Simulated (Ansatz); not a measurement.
Species, as SMILES: [N]=B (BH-N), doublet.
Atoms: B1, N2, H3. Bonds: B1-N2, B1-H3.

Basis-set convergence of the optimised B1-H3 bond length at HF with Ansatz (an electronic-structure program). Cartesian d functions, on some or all atoms, in 6-31+G*; all else is spherical. The program fits the integrals of some runs and decomposes those of others, by size. Core-valence sets carry the plain set on hydrogen. Open shells are unrestricted. No added dispersion term, no relativity. Reference: the value in aug-pcseg-3, 1.1637 Å, itself unsure by roughly 0.0003 Å (its mean distance from aug-cc-pVQZ, def2-QZVPPD, pcseg-3).

| basis | functions | optimised B1-H3 bond length (Å) |
|---|---|---|
| cc-pVDZ | 33 | ? |
| def2-SVP | 33 | 1.1758 |
| 6-31+G* | 40 | ? |
| 6-311G** | 42 | 1.1640 |
| def2-SVPD | 48 | ? |
| 6-311+G** | 50 | 1.1643 |
| aug-cc-pVDZ | 55 | 1.1710 |
| aug-pcseg-1 | 55 | ? |
| def2-TZVP | 68 | 1.1656 |
| def2-TZVPP | 76 | 1.1649 |
| def2-TZVPD | 83 | 1.1656 |
| def2-TZVPPD | 91 | 1.1649 |
| 6-311++G(3df,3pd) | 96 | 1.1641 |
| cc-pCVTZ | 100 | 1.1647 |
| aug-cc-pVTZ | 115 | 1.1648 |
| cc-pVQZ | 140 | 1.1642 |
| def2-QZVPPD | 159 | 1.1641 |
| aug-cc-pVQZ | 206 | 1.1642 |

Task: What belongs in the gaps?

Result: 
- cc-pVDZ, optimised B1-H3 bond length (Å): 1.1731
- 6-31+G*, optimised B1-H3 bond length (Å): 1.1666
- def2-SVPD, optimised B1-H3 bond length (Å): 1.1742
- aug-pcseg-1, optimised B1-H3 bond length (Å): 1.1684
